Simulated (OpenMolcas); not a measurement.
# Computed transition rates of S2+

```
Program             : OpenMolcas 26.06
Method              : MS-RASPT2, IPEA 0.25 Eh, imaginary shift 0.1 Eh (closed shells correlated: 2s 2p)
Basis               : ANO-RCC-VTZP [5s4p2d1f]
Scalar Hamiltonian  : DKH2, point nucleus
Active space        : 4 electrons in 9 orbitals (RAS2 3s 3p; RAS3 3d, at most 2 electrons)
State averaging     : 2S+1 = 3 even, 6 roots; 2S+1 = 1 even, 12 roots; 2S+1 = 5 odd, 1 root; 2S+1 = 3 odd, 8 roots; 2S+1 = 1 odd, 8 roots
Spin-orbit coupling : state interaction with AMFI integrals over the reference wave functions, term energies averaged over their components
```

Rates come from the transition moments of the reference wave functions (E1 and E2 in the length form). At fixed line strength A goes as λ^-3 for E1 and M1 and as λ^-5 for E2, so a rate at the computed wavelength can be rescaled to the measured one. Measured vacuum wavelengths follow from level energies in NIST levels in Podobedova, Kelleher and Wiese, J. Phys. Chem. Ref. Data 38, 171 (2009). Branching counts decays inside the model space alone, at computed energies, and the table is only a selection of the E2 and M1 lines, drawn from those between levels with measured partners whose computed energy lies within a factor of 1.5 of the measured one.

```csv
Upper,Lower,Type,λ computed (nm),λ measured (nm),A computed (s-1),A rescaled (s-1),Branching %
3s2 3p2 3P1,3s2 3p2 3P0,M1,37830,33480,3.34e-04,4.82e-04,100.0
3s2 3p2 3P2,3s2 3p2 3P1,M1,20720,18710,1.52e-03,2.06e-03,100.0
3s2 3p2 1D2,3s2 3p2 3P2,M1,911.4,953.3,5.34e-02,,72.2
3s2 3p2 1D2,3s2 3p2 3P1,M1,873,907.1,2.03e-02,,27.4
3s2 3p2 1S0,3s2 3p2 1D2,E2,619.8,631.4,2.36e+00,2.15e+00,76.5
3s2 3p2 1S0,3s2 3p2 3P1,M1,362.5,372.3,7.13e-01,,23.1
```

Spin-changing lines and M1 lines between different terms are not rescaled, since their strength hangs on the term gaps too.

The largest correction is for 3s2 3p2 3P1 → 3s2 3p2 3P0 (M1): 3.34e-04 × (37830 / 33480)^3 = 4.82e-04 s-1, a factor of 1.44.

No measured rate stands beside these. Rescaling mends the energy factor alone: line strengths can still be far off where a level mixes with configurations outside the active space, and weak or spin-changing lines hang on small mixing coefficients that depend on the term gaps too, so rescaling need not improve them.

CASPT2 breaks the degeneracy within a term, and the mean is taken; among the terms shown or strongly mixed into the levels shown the widest spread is 16 cm-1 (3s2 3p2 1D). The run also gave levels led by 3s 3p2 3d, 3s2 3p 3d, which use shells meant for correlation; these and all levels above them are left out. Computed and measured levels are paired by configuration, term and J; levels that our copy of the source lacks, or whose pairing is in doubt (as where it misses far off the trend of its configuration), stay unpaired. Levels of configurations outside the active space are missing.
